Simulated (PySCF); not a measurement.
A PySCF script (with the pyscf-properties extension) for the NMR shieldings of `C=CO[SiH2]OC`, C3H8O2Si, on a GFN2-xTB geometry:

```python
import basis_set_exchange as bse
import numpy as np
from pyscf import gto, dft
from pyscf.prop import nmr

atoms = """
C     3.230782   -0.400820   -0.295950
C     2.164218    0.282693    0.080825
O     0.913493   -0.158766   -0.125892
Si   -0.494213    0.579770    0.163880
O    -1.488990   -0.610508   -0.266444
C    -2.878001   -0.571642   -0.259725
H     4.220210   -0.027484   -0.113867
H     3.134262   -1.348019   -0.794896
H     2.245538    1.240214    0.583119
H    -0.638146    0.941766    1.577601
H    -0.654973    1.776092   -0.668260
H    -3.247296   -1.560950   -0.530983
H    -3.248967    0.161132   -0.980344
H    -3.258596   -0.303952    0.728870
"""
names = dict.fromkeys(["C", "O", "Si", "H"], "pcSseg-1")
basis = {el: gto.basis.parse(bse.get_basis(n, elements=[el], fmt="nwchem")) for el, n in names.items()}
mol = gto.M(atom=atoms, basis=basis, charge=0, verbose=0)
mf = dft.RKS(mol, xc="PBE0")
mf.grids.level = 2
mf.grids.alignment = dft.numint.BLKSIZE   # the property module wants whole blocks of grid points
mf.conv_tol = 1e-9
mf.kernel()

calc = nmr.RKS(mf)   # GIAO
C = mf.mo_coeff
Co = C[:, mf.mo_occ > 0]
resp = mf.gen_response(singlet=True, hermi=2)
def vind(x):   # induced exchange potential for any number of trial vectors
    d = np.einsum("pi,xij,qj->xpq", C, 2 * x.reshape(-1, C.shape[1], Co.shape[1]), Co, optimize=True)
    return np.einsum("xpq,pi,qj->xij", resp(d - d.transpose(0, 2, 1)), C, Co, optimize=True).ravel()
mo1, _ = nmr.rhf.solve_mo1(calc, with_cphf=vind)
sigma = calc.kernel(mo1)
for i, s in enumerate(sigma):   # ppm
    w = np.linalg.eigvalsh((s + s.T) / 2)
    print("%2d %-2s iso %8.1f  s11 %8.1f  s22 %8.1f  s33 %8.1f" % (i, mol.atom_pure_symbol(i), w.mean(), *w))
```

Task: What are the results?

Result: 
```
 0 C  iso     85.9  s11    -20.4  s22    116.1  s33    161.9
 1 C  iso     38.3  s11    -73.1  s22     71.1  s33    116.9
 2 O  iso    216.9  s11    141.4  s22    240.4  s33    268.8
 3 Si iso    379.5  s11    344.9  s22    360.4  s33    433.2
 4 O  iso    328.6  s11    291.8  s22    324.7  s33    369.4
 5 C  iso    136.8  s11    110.6  s22    114.5  s33    185.5
 6 H  iso     27.2  s11     25.0  s22     26.4  s33     30.2
 7 H  iso     26.8  s11     23.9  s22     25.3  s33     31.2
 8 H  iso     25.1  s11     21.8  s22     25.2  s33     28.4
 9 H  iso     26.8  s11     24.0  s22     24.8  s33     31.6
10 H  iso     26.8  s11     24.0  s22     24.9  s33     31.6
11 H  iso     27.7  s11     23.4  s22     25.6  s33     34.0
12 H  iso     27.9  s11     23.8  s22     25.8  s33     34.3
13 H  iso     28.0  s11     23.8  s22     25.9  s33     34.4
```

These numbers come from an equivalent density-fitted implementation of the same equations, which agrees with the script to about 0.01 ppm for H and up to a few tenths of a ppm for heavy atoms, so last digits may differ.

Task: Turn these shieldings into chemical shifts. Shifts are taken against calculated references (same method and geometry level): TMS for 13C (186.93 ppm), 29Si (349.16 ppm), 1H (31.72 ppm); 17O (336.08 ppm) vs H2O.

Result: Averaging equivalent atoms: C 1: 148.6; C 0: 101.0; C 5: 50.1; O 2: 119.2; O 4: 7.5; Si 3: -30.3; H 8: 6.60; H 7: 4.92; H 9/10: 4.91; H 6: 4.50; H 11/12/13: 3.84 ppm. Experimental scales use liquid or dissolved standards, which lie at an offset from isolated H2O (liquid H2O: subtract about 36 ppm).

Size and cost of the density-fitted run: 149 basis functions, 17 s wall time on 1 thread of an Arm Neoverse V2, shared host; peak memory 0.69 GiB.
